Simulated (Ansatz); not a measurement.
Consider the cleavage of the Si–Si bond: `CO[SiH2][SiH2]O` + `[OH][AlH2]` → `O[SiH2][O][AlH2]` + `CO[SiH3]`.

Isolated molecules relaxed with PBE0-D4/def2-TZVP in Ansatz; ΔE leaves out vibrations. CCSD(T)/CBS is the MP2 limit (def2-TZVPP, def2-QZVPP) plus CCSD(T) − MP2 in def2-TZVPP, frozen cores. This one scheme is used for every species. Functionals use def2-TZVPP. One conformer a species, not always the lowest.

`CO[SiH2][SiH2]O`:

Z-matrix (Å, degrees):
```
C
O 1 1.409
H 1 1.096 2 111.4
H 1 1.091 2 108.3 3 119.3
H 1 1.096 2 111.4 3 -121.3
Si 2 1.648 1 122.6 3 62.6
Si 6 2.349 2 106.9 1 178.6
H 6 1.495 2 110.4 1 56.1
H 6 1.498 2 110.5 1 -60.8
O 7 1.656 6 111.0 2 172.2
H 7 1.484 6 111.3 2 -70.7
H 7 1.492 6 109.0 2 49.2
H 10 0.958 7 117.4 6 -62.3
```

`[OH][AlH2]`:

```xyz
5

O     0.053   -0.251    1.189
Al    0.119    0.253   -0.429
H    -0.494   -0.973    1.494
H    -0.759   -0.492   -1.518
H     1.081    1.463   -0.736
```

`O[SiH2][O][AlH2]`:

Cartesian coordinates in Å:
```
O -1.135 -1.832 0.416
Si 0.273 -1.022 0.652
O 0.270 0.441 -0.043
Al 0.087 1.972 -0.718
H -1.317 -2.167 -0.462
H 0.387 -0.887 2.121
H 1.410 -1.790 0.078
H -0.813 2.105 -2.009
H 0.838 3.181 -0.035
```

`CO[SiH3]`:

Cartesian coordinates in Å:
```
C -1.075 0.834 0.049
O 0.326 0.726 -0.052
Si 1.098 -0.723 -0.055
H -1.578 0.332 -0.785
H -1.339 1.893 0.025
H -1.445 0.406 0.988
H 2.544 -0.429 -0.180
H 0.640 -1.566 -1.195
H 0.829 -1.472 1.205
```

```
         level  ΔE (kJ/mol)
        PBE-D4       -120.7
        B2PLYP       -154.0
        r2SCAN       -144.3
CCSD/CBS(def2)       -153.2
```

(1) What does CCSD(T)/CBS give? (Best estimate.)

Largest T1 diagnostic among the species: 0.012.

Results:

(1) The calculation gave: -149.4 kJ/mol. The listed levels differ from it by 28.7, -4.6, 5.1, -3.8 kJ/mol.

In def2-TZVPP, CCSD(T) changes the Hartree–Fock value by +27.0 kJ/mol (the triples alone add +3.7 kJ/mol) and MP2 by +20.1 kJ/mol. From PBE to PBE0 (25 % exact exchange), in def2-TZVPP and without D4, ΔE moves by −11.0 kJ/mol.
